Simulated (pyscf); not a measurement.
[H₃C–Al–CH₃]• (SMILES [CH3][Al][CH3]) → •H₂C–AlH–CH₃ (SMILES [CH2][AlH][CH3]), a hydrogen shift (doublet surface; C–H broken, Al–H formed). PySCF, gas phase, ωB97X-D3(BJ)/def2-SVP geometries. MP2 and CC: frozen core, UHF for open shells. ΔMP2 is the change of the MP2 total energy from the triple- to the quadruple-zeta basis. Energies in kcal/mol from the reactant's lowest minimum found.

AM1 to PM7: differences of heats of formation from MOPAC. Open shells are spin-unrestricted. 

Q: In single points PM6 puts the saddle at 78.7 kcal/mol and the reaction energy at +30.6 kcal/mol. Should these be trusted to within a few kcal/mol? Compare with CCSD(T)/def2-TZVPP + ΔMP2(QZVPP).

A: CCSD(T)/def2-TZVPP + ΔMP2(QZVPP) gives ΔE‡ = 51.6 kcal/mol and ΔE = +15.1 kcal/mol. PM6 lies 27.1 kcal/mol over it in the barrier and 15.5 kcal/mol over it in the reaction energy, so on this step it does not hold to within 3.0 kcal/mol. CCSD(T)/def2-TZVPP + ΔMP2(QZVPP) has limits of its own. One saddle was located; it need not be the lowest between these sides. The CCSD(T) − MP2 part came from Ansatz, without density fitting, on the same reference.
